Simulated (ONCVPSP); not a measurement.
## Before and after: ONCV potential for V

```
Element                 : V (Z = 23)
Generator               : ONCVPSP 4.0.1
Type                    : optimised norm-conserving Vanderbilt (ONCV)
Functional              : PBE
Relativity              : fully relativistic
Frozen core             : [Ne]
Valence charge          : 13
Reference configuration : 3s2 3p6 3d3 4s2
Partial waves           : 3s+4s: rc 1.35 bohr, ncon 3, nbas 7, qcut 7.4 1/bohr, 3 projectors, debl 0.6 Ha; 3p: rc 1.60 bohr, ncon 4, nbas 9, qcut 10.7 1/bohr, 1 projector; 3d: rc 1.60 bohr, ncon 3, nbas 7, qcut 10.7 1/bohr, 2 projectors, debl 3 Ha
Local potential         : polynomial inside 0.90 bohr (lpopt 2, dvloc0 4 Ha)
Core correction         : Teter function fitted to the true core (icmod 2), fcfact 0.3
```

Open shells are filled in proportion to 2j + 1.

Change: reference 3s2 3p6 3d3 4s1.5 4p0.5; wave 3p: rc 1.60 bohr, ncon 4, nbas 9, qcut 10.7 1/bohr, 1 projector becomes 3p+4p: rc 1.60 bohr, ncon 4, nbas 9, qcut 10.7 1/bohr, 2 projectors.

Cutoffs: the cutoffs (Ha) at which the residual kinetic energy of the hardest occupied pseudo-wave falls to 1 and 0.1 mHa per electron; they do not see the model core or the augmentation charge, which bear on the density cutoff. Errors are all-electron minus pseudo energies relative to the spin-unpolarised reference configuration.

Problem. What does the change do?

Solution. The potential gets neither clearly harder nor softer (39 Ha and 45 Ha → 39 Ha and 45 Ha); both files keep a bound ghost (s); the range in which the p3/2 phases agree widens (upper end 1.2 → at the end of the scan); the range in which the p1/2 phases agree widens (upper end 1.2 → at the end of the scan).

```csv
quantity,base,changed
"cutoff, loose",39 Ha,39 Ha
"cutoff, tight",45 Ha,45 Ha
loose cutoff by channel,"s 21 Ha, p 26 Ha, d 39 Ha","s 21 Ha, p 26 Ha, d 39 Ha"
bound ghosts,s,s
GHOST(+) flags under 300 eV,none,none
"largest error over its own tests, meV",-154,+32
s: phases at 1.37 bohr within 0.05 rad from the reference energy up to (Ha; the scan ends near 5),to the end of the scan,to the end of the scan
p3/2: phases at 1.63 bohr within 0.05 rad from the reference energy up to (Ha; the scan ends near 5),1.2,to the end of the scan
p1/2: phases at 1.63 bohr within 0.05 rad from the reference energy up to (Ha; the scan ends near 5),1.2,to the end of the scan
d5/2: phases at 1.63 bohr within 0.05 rad from the reference energy up to (Ha; the scan ends near 5),to the end of the scan,to the end of the scan
d3/2: phases at 1.63 bohr within 0.05 rad from the reference energy up to (Ha; the scan ends near 5),to the end of the scan,to the end of the scan
"rms error of d²Exc/dni dnj with the model core, mHa",5.93,5.02
```

 A true bound ghost makes a file unfit for plane-wave use even where its test errors are small: the radial tests pick states by their node count and pass the ghost by.
